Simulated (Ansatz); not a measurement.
Species: CH$_{3}$Si, charge 0, doublet. CH3Si (SMILES C=[SiH], doublet).
B3LYP-D3(BJ)/def2-TZVP minimum from Ansatz (a first-principles code):
```xyz
5

C     -1.0946    -0.0911    -0.0174
Si     0.6114    -0.0386     0.0085
H     -1.6691     0.8306    -0.0133
H     -1.6688    -1.0070    -0.0383
H      1.3450     1.2633     0.0370
```
Charge 0, spin multiplicity 2.

Total energies in cc-pV(D+d)Z, 11 correlated electrons, 6 frozen orbitals. Open shells are spin-unrestricted; no spin-orbit coupling. Correlated methods leave the cores frozen. No relativity. The UHF reference of CH3Si (C=[SiH], doublet) is spin-contaminated (<S^2> up to 0.44 over the pure value in the sets run).

```csv
method,program,energy (Eh),minus CCSDT(Q) (mEh)
HF,Ansatz,-328.45557,255.12
MP2,Ansatz,-328.65489,55.80
CCSD,Ansatz,-328.69838,12.31
CCSD(T),Ansatz,-328.70759,3.10
CCSDT(Q),Ansatz,-328.71069,0.00
```

Rough core times of Ansatz's runs on a shared machine: CCSD(T) under 20 s, CCSDT(Q) 40 s.
